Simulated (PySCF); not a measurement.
**Field gradients at the hydrogen positions**

Compound: C6H9P.
Atom-mapped SMILES: `[CH2:1]=[CH:2][C@@H:3]1[PH:4][C@H:5]1[CH:6]=[CH2:7]` (hydrogens: H8, H9 on C1; H10 on C2; H11 on C3; H12 on P4; H13 on C5; H14 on C6; H15, H16 on C7)

Cartesian coordinates in Å at the PBE0-D3(BJ)/def2-SVP level; atoms count from 1:
```xyz
16
C6H9P angstrom
C     -2.9361    0.4569   -0.9814
C     -1.8712    0.7399   -0.2265
C     -0.9425   -0.2607    0.3266
P     -0.4499   -0.0934    2.1392
C      0.5022    0.0863    0.5296
C      1.5528   -0.8782    0.1683
C      2.7828   -0.5577   -0.2430
H     -3.5874    1.2478   -1.3592
H     -3.1928   -0.5737   -1.2461
H     -1.6505    1.7868    0.0178
H     -1.1361   -1.2898    0.0037
H     -0.1549   -1.4834    2.3048
H      0.7600    1.1336    0.3299
H      1.2746   -1.9362    0.2591
H      3.1033    0.4838   -0.3434
H      3.5131   -1.3306   -0.4929
```

Level: PBE0/pcSseg-1 (PySCF, non-relativistic); Q(2H) = 0.00286 b; rigid geometry, the same for H and D, with no vibrational averaging.

Question: Rank these positions by the coupling χzz of a deuteron there, largest first.
A. H15 (vinylic hydrogen)
B. H12 (P–H hydrogen)
C. H14 (vinylic hydrogen)

Answer: A (205 kHz), C (198 kHz), B (111 kHz).

Give the electric field gradient Vzz (the principal value of largest size), its asymmetry and the 2H coupling at each hydrogen.

| atom | bonded to | bond length (Å) | Vzz (au) | η | χzz (kHz) |
| --- | --- | --- | --- | --- | --- |
| H8 | C1 | 1.092 | 0.3093 | 0.06 | 208 |
| H9 | C1 | 1.095 | 0.3049 | 0.07 | 205 |
| H10 | C2 | 1.098 | 0.2944 | 0.08 | 198 |
| H11 | C3 | 1.096 | 0.2985 | 0.10 | 201 |
| H12 | P4 | 1.431 | 0.1653 | 0.08 | 111 |
| H13 | C5 | 1.097 | 0.2955 | 0.10 | 199 |
| H14 | C6 | 1.098 | 0.2948 | 0.08 | 198 |
| H15 | C7 | 1.094 | 0.3053 | 0.07 | 205 |
| H16 | C7 | 1.092 | 0.3088 | 0.06 | 208 |

Average by the element that carries the hydrogen.

on C: 203 kHz over 8 positions, mean bond length 1.095 Å; on P: 111 kHz over 1 position, mean bond length 1.431 Å.

Geometry: PBE0-D3(BJ)/def2-SVP, one conformer, isolated molecule. These gradients aren't converged with respect to the basis.
